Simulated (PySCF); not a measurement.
Molecule: SMILES COC[NH2+][BH2-]P, C$_{2}$H$_{11}$BNOP.

Bonds (- single, = double, # triple, : aromatic): C1-O2, O2-C3, C3-N4, N4-B5, B5-P6. C1 carries H7, H8, H9; C3 carries H10, H11; N4 carries H12, H13; B5 carries H14, H15; P6 carries H16, H17. Formal charges: N4 +1, B5 -1.

Frames of a GFN2-xTB Langevin trajectory at 600 K; GIAO PBE0/pcSseg-1 shieldings in PySCF 2.14, gas phase, non-relativistic; equivalent atoms averaged within each frame.

δ = σ(ref) − σ, references computed at the same level: ¹³C (σref 186.93), ¹H (σref 31.72) vs TMS; ¹⁷O (σref 336.08) vs H2O; ¹⁵N (σref 267.73) against NH3; ¹¹B (σref 100.07) against BF3·OEt2; ³¹P (σref 318.38) vs H3PO4. The references are static minima.

How do the shifts (ppm) fluctuate along the trajectory?

Answers


| time (fs) | C3 | C1 | O2 | N4 | B5 | P6 | H10/H11 | H7/H8/H9 | H12/H13 | H14/H15 |
| --- | --- | --- | --- | --- | --- | --- | --- | --- | --- | --- |
| 250 | 90.4 | 71.2 | 71.8 | 89.6 | -21.6 | -293.3 | 5.27 | 4.94 | 3.74 | 3.14 |
| 425 | 88.8 | 62.7 | 68.3 | 88.9 | -22.5 | -236.9 | 4.54 | 3.69 | 3.58 | 2.51 |
| 625 | 85.2 | 72.0 | 42.5 | 106.3 | -23.5 | -148.8 | 4.06 | 5.32 | 4.00 | 2.23 |
| 800 | 90.7 | 69.9 | 65.0 | 88.5 | -19.2 | -203.3 | 4.41 | 4.83 | 2.83 | 3.34 |
| 1000 | 87.5 | 71.2 | 71.5 | 72.8 | -23.6 | -179.4 | 5.04 | 4.46 | 3.52 | 2.79 |
| mean of frames | 88.5 | 69.4 | 63.8 | 89.2 | -22.0 | -212.4 | 4.66 | 4.65 | 3.53 | 2.80 |
| standard deviation | 2.3 | 3.8 | 12.2 | 11.8 | 1.8 | 55.6 | 0.49 | 0.62 | 0.43 | 0.45 |

5 frames give an uncertainty of the mean of about the standard deviation over 2.2 at best, since frames this close in time may not be independent; classical motion lacks zero-point vibration, and the reference would need the same averaging.
